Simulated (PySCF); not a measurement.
Al(OH) (AlHO), SMILES [Al][OH] (connectivity only; charge and spin as stated), neutral, multiplicity 1. Atoms are numbered in the order given.

```xyz
3

Al     0.0000     0.0000     0.7315
O      0.0000     0.0000    -0.9507
H      0.0000     0.0000    -1.9043
```

The structure is a stationary point at B3LYP-D3(BJ)/def2-TZVPD.

The numbers are results of B3LYP/pcSseg-2 run with PySCF, not measurements.

GIAO shieldings, no solvent; atoms alike by connectivity are averaged. δ = σ(ref) − σ: ¹⁷O against H2O (σ = 325.5 ppm); ¹H against TMS (σ = 31.68 ppm), references at their B3LYP-D3(BJ)/def2-TZVP geometries, non-relativistic.

| nucleus | atoms | count | δ (ppm) |
|---|---|---|---|
| ¹⁷O | O2 | 1 | 100.2 |
| ¹H | H3 | 1 | 2.76 |
